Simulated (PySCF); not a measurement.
**Gas-phase XPS of ZnMeF, computed**

ZnMeF, CH₃FZn (singlet state).
Cartesian coordinates in Å at the PBE0-D3(BJ)/def2-SVP level; atoms count from 1:
```xyz
6
CH3FZn angstrom
Zn    -0.0069    0.0143   -1.1833
C      0.0026   -0.0036    0.7367
H     -0.4493    0.9155    1.1394
H      1.0322   -0.0769    1.1188
H     -0.5680   -0.8637    1.1188
F     -0.0106    0.0145   -2.9304
```

Level of theory: delta-SCF UKS SCAN, pcX-2 on the ionised atom (unc-x2c-TZVPall on a metal), pcseg-1 elsewhere, spin-free X2C in PySCF 2.14.0. Binding energies are ΔSCF values: E(core-ionised, relaxed orbitals) − E(ground state) at a fixed geometry, referred to the vacuum level.

Q: List the computed XPS lines with their assignment.

A: 
| atom(s) | environment | level | binding energy (eV) | count |
| --- | --- | --- | --- | --- |
| C2 | carbon bonded to Zn and 3 H | C 1s | 290.53 | 1 |
| F6 | fluorine bonded to Zn | F 1s | 690.21 | 1 |

Q: Which photon energy gives electrons from F 1s of F6 a kinetic energy of 50 eV, and what is their de Broglie wavelength?

A: hν = 690.21 + 50 = 740.21 eV, recoil neglected; λ = 12.264 Å/√(E/eV) = 1.73 Å.

Q: Give the binding energy of F 1s of F6 in hartree and in kJ/mol.

A: 690.21 eV = 25.3647 Eh = 66595 kJ/mol.

Not every level is listed. No level of zinc is listed. Geometry: PBE0-D3(BJ)/def2-SVP; no solvent, vibrations or thermal averaging. Metal 2p energies of this one-determinant scheme are less reliable than its 1s energies.
